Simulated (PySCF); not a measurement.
# Working out the ionisation energy of Cr

Cr [Ar] 3d5 4s1 (7S) → Cr⁺ [Ar] 3d5 (6S). Computed with PySCF 2.14 in aug-cc-pVDZ-DK, with scalar relativity by spin-free X2C-1e. Frozen: [Ar]. Energies in hartree (1 hartree = 27.21139 eV):

```csv
part,Cr (lower),Cr⁺ (upper)
UHF,-1049.653594,-1049.432637
MP2 opposite-spin,0.000000,0.000000
MP2 same-spin,-0.083178,-0.066150
```

Problem. What does Hartree-Fock give?

Solution. (-1049.432637) − (-1049.653594) = 0.220957 hartree = 6.013 eV.

Problem. What do MP2 and SCS-MP2 (6/5 opposite-spin, 1/3 same-spin) give?

Solution. The opposite-spin parts differ by 0.000 eV and the same-spin parts by 0.463 eV. MP2: 6.013 + (0.000) + (0.463) = 6.476 eV. SCS-MP2: 6.013 + 1.2 × (0.000) + (0.463)/3 = 6.167 eV.

Measured between the centres of the two terms (NIST): 6.767 eV, so MP2 (valence) is off by -0.291 eV.

A double-zeta basis recovers only part of the correlation energy.

What remains against the reference includes basis incompleteness, the frozen core and correlation beyond second order.
